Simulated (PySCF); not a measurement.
All values below come from PySCF with PBE-D3(BJ)/def2-TZVP // r2SCAN-D4/def2-TZVP. Gas-phase values, no solvent. One relaxed conformer stands for a flexible species; it need not be the lowest. Excitations are Tamm–Dancoff values on a coarser integration grid. The basis has no diffuse functions, so Rydberg states are missing or too high.

Reference species (SMILES): `OC[SiH3]` (H–O–C–Si torsion 60°) (neutral, multiplicity 1).

```
Item                                            Value
-------------------------------------------  --------
S1 oscillator strength                          0.012
HOMO                                         -6.07 eV
brightest of the four lowest singlets (TDA)   7.10 eV
T1 excitation (TDA)                           5.47 eV
```

Changed species: `[SiH3]OC`.

**Question.** What does the change do to the S1 oscillator strength, HOMO, brightest of the four lowest singlets (TDA) and T1 excitation (TDA)?

**Answer.** the S1 oscillator strength falls by 0.012, to 0.000; the HOMO falls by 0.59 eV, to -6.66 eV; the brightest of the four lowest singlets (TDA) rises by 0.76 eV, to 7.86 eV; the T1 excitation (TDA) goes up by 0.44 eV, to 5.91 eV.
